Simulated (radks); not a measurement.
Results of a calculation; reference values are marked as such.
The palladium ion Pd2+, 44 electrons, occupied as [Ar] 3d10 4s1 4p6 4d9 (not the ground configuration).

Level of theory: scalar-relativistic Kohn-Sham, BLYP, spin-polarised, spherical densities, finite nucleus; open shells are filled with parallel spins first (spin-orbit coupling, left out, can overturn this in heavy ions); Fermi nuclear charge, rms radius 4.5318 fm (a radial shooting solver on a logarithmic mesh with Libxc functionals).

Energy parts (Ry):
| part | energy |
|---|---|
| total | -10084.45989 |
| kinetic | 10459.95922 |
| electron-nucleus | -24279.53782 |
| Hartree | 4022.15427 |
| exchange-correlation | -287.03555 |

Orbitals (lengths in bohr, moments of r in powers of bohr; <r^-3> diverges for s and p1/2; r(max) is where P^2 peaks; r(90%) holds 90 % of the orbital's charge):
orbital  occ.  eigenvalue (Ry)   r(max)  <r^-3>  r(90%)      <r>
1s up       1        -1778.651  0.02066       -  0.0571  0.03185
1s down     1        -1778.630  0.02066       -  0.0571  0.03185
2s up       1        -261.5180   0.1168       -   0.214   0.1383
2s down     1        -261.4872   0.1168       -   0.214   0.1383
2p up       3        -234.7217  0.09337    3506   0.196   0.1206
2p down     3        -234.6942  0.09337    3506   0.196   0.1206
3s up       1        -48.88367   0.3418       -   0.559   0.3794
3s down     1        -48.85274   0.3418       -   0.559   0.3793
3p up       3        -40.07647   0.3349   618.5   0.570   0.3787
3p down     3        -40.04351   0.3350   618.6   0.570   0.3786
3d up       5        -26.07650   0.2822   84.18   0.567   0.3576
3d down     5        -26.03845   0.2822   84.22   0.566   0.3574
4s up       1         -8.32858   0.8476       -    1.36   0.9365
4s down     0         -8.17600   0.8478       -    1.36   0.9384
4p up       3         -5.77918   0.9032   103.2    1.51    1.024
4p down     3         -5.63564   0.9044   102.4    1.52    1.028
4d up       5         -2.13751    1.057   8.674    2.11    1.340
4d down     4         -2.02941    1.066   8.361    2.16    1.365

The highest occupied level is 4d down at -27.612 eV. The configuration is held as typed, so some empty levels lie below it. The density falls to 0.001 e/bohr^3 at r = 3.37 bohr. The spin density at the nucleus is 235.9 e/bohr^3 (1s 1.0, 2s -0.1, 3s 0.2, 4s 234.7). Summed over all electrons, <r^2> = 30.89 bohr^2, which gives a Langevin (diamagnetic) susceptibility term of -24.5 x 10^-6 cm^3/mol.
